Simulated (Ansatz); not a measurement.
Computed with Ansatz on PBE0-D4/def2-TZVP structures; ΔE is electronic, products minus reactants. CBS: MP2 limit from def2 TZ/QZ plus the TZ coupled-cluster correction, frozen cores. This one scheme is used for every species. DFT in def2-TZVPP. B3LYP here is the variant with VWN-RPA as its local correlation; programs differ in this. One conformer a species, not always the lowest.

`O[SiH2]CCl` + `N=C(N)S` → `N=C(S)N[SiH2]O` + `CCl`  (ligand exchange at the Si–C bond)

Is it downhill or uphill in electronic energy at CCSD(T)/CBS, and by how much? (Estimate.)

The calculation gave: Downhill: ΔE = -0.62 eV.

What do these levels give: B3LYP-D4, B3LYP, HF/def2-TZVPP, CCSD/def2-TZVPP, CCSD(T)/def2-TZVPP, HF/def2-QZVPP? (Best estimate.)

The calculation gave: B3LYP-D4 -0.63, B3LYP -0.60, HF/def2-TZVPP -0.69, CCSD/def2-TZVPP -0.64, CCSD(T)/def2-TZVPP -0.64, HF/def2-QZVPP -0.70 eV.

Largest T1 diagnostic among the species: 0.014.

In def2-TZVPP, CCSD(T) changes the Hartree–Fock value by +0.06 eV (the triples alone add +0.01 eV) and MP2 by +0.03 eV. The D4 term adds −0.03 eV with B3LYP and −0.02 eV with PBE0; it sums over pairs of atoms, weighted by their polarisabilities, and B3LYP, whose exchange is more repulsive, gets the larger term. From PBE to PBE0 (25 % exact exchange), in def2-TZVPP and without D4, ΔE moves by −0.04 eV.
